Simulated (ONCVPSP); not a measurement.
## Plane-wave convergence, ONCV potential for Zn (Z = 30)

```json
{
  "Element": "Zn (Z = 30)",
  "Generator": "ONCVPSP 4.0.1",
  "Type": "optimised norm-conserving Vanderbilt (ONCV)",
  "Functional": "PBEsol",
  "Relativity": "scalar-relativistic",
  "Frozen core": "[Ne]",
  "Valence charge": "20",
  "Reference configuration": "3s2 3p6 3d10 4s1.5 (charge +0.5)",
  "Partial waves": "3s+4s: rc 1.10 bohr, ncon 3, nbas 6, qcut 14.1 1/bohr, 2 projectors; 3p: rc 0.70 bohr, ncon 4, nbas 8, qcut 9.4 1/bohr, 2 projectors, debl 3.4 Ha; 3d: rc 1.20 bohr, ncon 4, nbas 9, qcut 10.6 1/bohr, 1 projector",
  "Local potential": "polynomial inside 0.65 bohr (lpopt 5, dvloc0 0 Ha)",
  "Core correction": "polynomial model core, fcfact 0.52"
}
```

For each optimised wave give the share of its norm inside rc, the residual kinetic energy above qcut (Ha) and the cutoffs (Ha) for errors of 10, 1, 0.1 and 0.01 mHa per electron.

```tsv
wave	norm inside rc	residual KE	10 mHa	1 mHa	0.1 mHa	0.01 mHa
3s	0.934	1.2e-07	40.9	53.6	63.5	71.0
4s	0.037	2.9e-09	26.9	46.4	60.8	71.8
3p	0.538	2.7e-03	37.4	119.7	384.5	447.4
p projector 2	0.035	3.2e-04	28.3	38.9	78.5	460.4
3d	0.781	9.7e-04	47.5	57.0	198.8	257.8
```

The occupied waves need 120 Ha and 384 Ha for 1 and 0.1 mHa. Its largest configuration-test error is -403 meV.
